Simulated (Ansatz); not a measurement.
Cost and result for the atomization energy of C4H9Al (`[CH3][AlH][CH]1CC1`) (14 atoms, 14 bonds).

Cartesian coordinates in Å:
```
C -1.5206 0.1829 -1.6163
Al 0.3264 0.7056 -1.2481
C 1.1256 0.2159 0.4407
C 0.2633 0.1716 1.6938
C 0.7407 -1.0993 1.1015
H -1.9877 -0.3746 -0.8002
H -1.5763 -0.4378 -2.5172
H -2.1415 1.0630 -1.8157
H 1.1534 1.5266 -2.3348
H 2.1531 0.5099 0.6384
H 0.7156 0.5025 2.6212
H -0.7907 0.4140 1.6087
H 1.5209 -1.6418 1.6220
H 0.0177 -1.7385 0.6058
```

Total charge 0; spin multiplicity 1. Geometry: relaxed with PBE0-D4/def2-TZVP. It is one conformer, not always the lowest. Program: Ansatz. All runs use 4 threads of an Arm Neoverse V1 on a shared host. Times are those of one run each, without the atoms' runs, and a repeat can differ threefold. Electronic energies, without spin–orbit coupling; frozen cores. CCSD(T)/CBS adds CCSD(T) − MP2 in def2-TZVPP to the MP2 limit, and its time is that of the two runs behind it. T1 = 0.009. B3LYP takes the VWN-RPA correlation (the form of Gaussian; ORCA's B3LYP/G).

CCSD(T)/CBS is a level of theory with its own doubt, some kJ/mol a heavy atom from the limit and from the frozen cores, so smaller differences don't rank the functionals.

```json
{"level": "CCSD(T)/CBS(def2)", "functions": "–", "atomization (kcal/mol)": "1259.0", "difference from CCSD(T)/CBS": "0.0", "per bond": "0.0"}
{"level": "PBE0-D4/def2-TZVPP", "functions": "292", "atomization (kcal/mol)": "1267.7", "difference from CCSD(T)/CBS": "8.7", "per bond": "0.6"}
{"level": "PBE-D4/def2-TZVPP (with forces)", "functions": "292", "atomization (kcal/mol)": "1279.9", "difference from CCSD(T)/CBS": "20.9", "per bond": "1.5"}
{"level": "ωB97M-V/def2-TZVPP (with forces)", "functions": "292", "atomization (kcal/mol)": "1264.1", "difference from CCSD(T)/CBS": "5.1", "per bond": "0.4"}
{"level": "B3LYP-D4/def2-TZVPP (with forces)", "functions": "292", "atomization (kcal/mol)": "1259.1", "difference from CCSD(T)/CBS": "0.1", "per bond": "0.0"}
{"level": "B2PLYP/def2-TZVPP", "functions": "292", "atomization (kcal/mol)": "1247.1", "difference from CCSD(T)/CBS": "-11.9", "per bond": "-0.8"}
{"level": "CCSD(T)/def2-TZVPP", "functions": "292", "atomization (kcal/mol)": "1231.9", "difference from CCSD(T)/CBS": "-27.1", "per bond": "-1.9"}
{"level": "MP2/def2-QZVPP", "functions": "568", "atomization (kcal/mol)": "1261.7", "difference from CCSD(T)/CBS": "2.7", "per bond": "0.2"}
{"level": "ωB97X-V/def2-TZVPP", "functions": "292", "atomization (kcal/mol)": "1263.6", "difference from CCSD(T)/CBS": "4.6", "per bond": "0.3"}
{"level": "r2SCAN-D4/def2-TZVPP (with forces)", "functions": "292", "atomization (kcal/mol)": "1265.2", "difference from CCSD(T)/CBS": "6.2", "per bond": "0.4"}
```

Q: Order the runs by time, with rough figures. (Best estimate.)

A: Ansatz gave: PBE-D4/def2-TZVPP (with forces) 3.4 s; PBE0-D4/def2-TZVPP 3.8 s; r2SCAN-D4/def2-TZVPP (with forces) 6.5 s; B3LYP-D4/def2-TZVPP (with forces) 7 s; B2PLYP/def2-TZVPP 7.5 s; ωB97X-V/def2-TZVPP 10 s; ωB97M-V/def2-TZVPP (with forces) 15 s; MP2/def2-QZVPP 33 s; CCSD(T)/def2-TZVPP 4.1 min; CCSD(T)/CBS(def2) 4.6 min.

The D4 term adds +9.8 kcal/mol with B3LYP and +5.2 kcal/mol with PBE0; it sums over pairs of atoms, weighted by their polarisabilities, and B3LYP, whose exchange is more repulsive, gets the larger term. In def2-TZVPP, CCSD(T) changes the Hartree–Fock value by +280.4 kcal/mol (the triples alone add +15.2 kcal/mol) and MP2 by +294.3 kcal/mol; breaking electron pairs costs correlation energy, which Hartree–Fock lacks. From PBE to PBE0 (25 % exact exchange), in def2-TZVPP and without D4, the atomization energy moves by −11.3 kcal/mol: exact exchange takes away binding that semilocal exchange gives to molecules.
